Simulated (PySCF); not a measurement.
C4H3ClF2, SMILES CC(Cl)=C=C(F)F. Heavy atoms are numbered as in [CH3:1][C:2]([Cl:3])=[C:4]=[C:5]([F:6])[F:7]. Hydrogens are named by the atom that carries them.

Geometry optimised at B3LYP-D3(BJ)/def2-SVP. This is a generated structure with no PubChem entry under its InChIKey; it may be hypothetical.

Computed with PySCF with PBE0/pcSseg-1.

GIAO shieldings, no solvent; atoms alike by connectivity are averaged. δ = σ(ref) − σ: ¹³C against TMS (σ = 186.3 ppm); ³⁵Cl against HCl (σ = 945.9 ppm); ¹⁹F against CFCl3 (σ = 167.2 ppm); ¹H against TMS (σ = 31.56 ppm), references at their B3LYP-D3(BJ)/def2-TZVP geometries, non-relativistic (without spin–orbit terms, shifts of atoms bonded to Cl or Br come out too high).

| atoms | nucleus | count | δ (ppm) |
|---|---|---|---|
| C4 | ¹³C | 1 | 178.6 |
| C5 | ¹³C | 1 | 159.3 |
| C2 | ¹³C | 1 | 135.7 |
| C1 (CH3) | ¹³C | 1 | ? |
| Cl3 | ³⁵Cl | 1 | 347.6 |
| F6 | ¹⁹F | 2 | ? |
| H on C1 | ¹H | 3 | ? |

Question: What belongs in the gaps? (The exact figures need the calculation; the answer reports its results.)

Answer: 
- C1 (CH3), δ (ppm): 32.7
- H on C1, δ (ppm): 2.62
- F6, δ (ppm): -89.6
